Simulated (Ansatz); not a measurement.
Calculated with Ansatz (gas phase, PBE0-D4/def2-TZVP geometries, no zero-point term in ΔE). CBS: MP2 limit from def2 TZ/QZ plus the TZ coupled-cluster correction, frozen cores. DFT in def2-TZVPP. B3LYP here is the variant with VWN-RPA as its local correlation; programs differ in this. def2 core potentials past Kr. For Sn outer-core shells are correlated without core-valence functions, which leaves a few kJ/mol of doubt a bond.

`O=[C]([SiH3])[SnH3]` + `N1[SiH2]P1` → `[SiH3]N1[SiH2]P1` + `O=[CH][SnH3]`  (ligand exchange at the Si–C bond)

`O=[C]([SiH3])[SnH3]`:

Cartesian coordinates in Å:
```
O -0.165 0.714 1.966
C -0.176 0.271 0.850
Si -1.715 -0.591 0.064
Sn 1.701 0.463 -0.375
H -2.876 -0.630 0.988
H -1.278 -1.960 -0.318
H -2.032 0.169 -1.175
H 2.966 -0.310 0.468
H 1.519 -0.249 -1.920
H 2.054 2.123 -0.549
```

`N1[SiH2]P1`:

Cartesian coordinates in Å:
```
N -0.115 0.213 -1.043
Si 0.759 -0.150 0.382
P -0.949 1.206 0.167
H -0.586 -0.343 -1.738
H 0.558 -1.462 1.042
H 2.167 0.299 0.428
H -1.834 0.237 0.762
```

`[SiH3]N1[SiH2]P1`:

Z-matrix (Å, degrees):
```
Si
N 1 1.715
H 1 1.486 2 109.6
H 1 1.486 2 108.3 3 120.3
H 1 1.490 2 112.0 3 -119.8
Si 2 1.709 1 149.0 3 -156.2
P 2 1.782 1 131.7 3 47.8
H 6 1.479 2 117.3 1 88.1
H 6 1.481 2 117.9 1 -51.7
H 7 1.437 2 99.7 1 79.9
```

`O=[CH][SnH3]`:

Cartesian coordinates in Å:
```
O -1.871 1.038 -0.574
C -1.294 0.281 0.151
Sn 0.852 -0.184 -0.101
H -1.843 -0.215 0.987
H 1.033 -1.864 -0.349
H 1.435 0.692 -1.438
H 1.688 0.252 1.324
```

| level | ΔE (kcal/mol) |
| --- | --- |
| ωB97M-V | -20.5 |
| B2PLYP | -20.8 |
| B3LYP | -19.5 |
| CCSD/def2-TZVPP | -22.0 |

What does CCSD(T)/CBS give? (An estimate is asked.)

The calculation gave: -20.6 kcal/mol. The listed levels differ from it by 0.1, -0.2, 1.1, -1.4 kcal/mol.

Largest T1 diagnostic among the species: 0.016.

In def2-TZVPP, CCSD(T) changes the Hartree–Fock value by +4.5 kcal/mol (the triples alone add +0.9 kcal/mol) and MP2 by +3.1 kcal/mol. From PBE to PBE0 (25 % exact exchange), in def2-TZVPP and without D4, ΔE moves by −2.6 kcal/mol.
